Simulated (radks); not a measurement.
Numerical settings for neutral sulfur, [Ne] 3s2 3p4. Calculated with a radial shooting solver on a logarithmic mesh with Libxc functionals: Dirac Kohn-Sham, PBE, spin-unpolarised, spherical densities, finite nucleus; open shells fill j = l - 1/2 first; Fermi nuclear charge, rms radius 3.2611 fm. The defaults (mesh step 0.008 in ln r, mesh end at 40 bohr or more with all orbitals vanishing there, Anderson mixing 0.5 over 9 steps, residual threshold near 1e-9 with the energy settled to 1e-9 hartree or 1e-11 of itself, here a cap of 72 iterations) give E = -399.0486 hartree and 3p3/2 at -6.971 eV in 13 iterations. Run on one thread of a shared host, so times are rough (Arm Neoverse N1): 0.09 s of CPU time, 0.09 s wall, 13 iterations on 2309 mesh points. Changes against that run (0 stands for a change within the tolerance of the run):

| setting | iterations | converged | E (mhartree) | e(3p3/2) (meV) | CPU (s) |
|---|---|---|---|---|---|
| mesh step in ln r 0.2 | 72 | no | -1.32e+06 | - | 0.17 |
| mesh step in ln r 0.005 | 13 | yes | 0 | 0 | 0.13 |
| mesh step in ln r 0.03 | 13 | yes | 0 | 0 | 0.03 |
| mesh end (bohr) 20 | 13 | yes | 0 | 0 | 0.08 |
| mesh end (bohr) 400 | 13 | yes | 0 | 0 | 0.09 |
| residual threshold 0.1 | 9 | yes | 0 | 0 | 0.07 |
| residual threshold 1e-13 | 72 | no | 0 | 0 | 0.27 |
| mixing 1 | 11 | yes | 0 | 0 | 0.08 |
| linear mixing, mixing 0.2 | 72 | no | 0 | 0 | 0.31 |
| linear mixing, mixing 1 | 72 | no | 0 | +0.0329 | 0.36 |
| mixing history 2 | 16 | yes | 0 | 0 | 0.09 |
| iteration cap 5 | 5 | no | +0.00338 | +18.6 | 0.04 |

No run marked as converged misses the energy by more than 1 mhartree. A mesh that ends early acts as a hard wall.
